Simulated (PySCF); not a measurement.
F2Sr, SMILES [F][Sr][F] (connectivity only; charge and spin as stated), charge +1, multiplicity 2.

The structure is a stationary point at PBE-D3(BJ)/def2-TZVP. The spin state was assumed, not searched. The isomer is the one that the SMILES or the coordinates give; other isomers of the formula were not compared. The def2 effective core potentials stand for the cores of Sr; spin–orbit coupling is left out.

Calculation: PBE-D3(BJ)/def2-TZVP in PySCF.

Frequencies are harmonic and unscaled.

Question: List the normal modes with their intensities. (The exact figures need the calculation; the answer reports its results.)

Answer: 
| mode | ν (cm⁻¹) | IR (km/mol) | moving atoms (share of kinetic energy) |
|---|---|---|---|
| 1 | 290 | 16.9 | F 89 %, Sr 11 % |
| 2 | 312 | 0.0 | F 92 %, Sr 8 % |
| 3 | 449 | 62.8 | F 81 %, Sr 19 % |
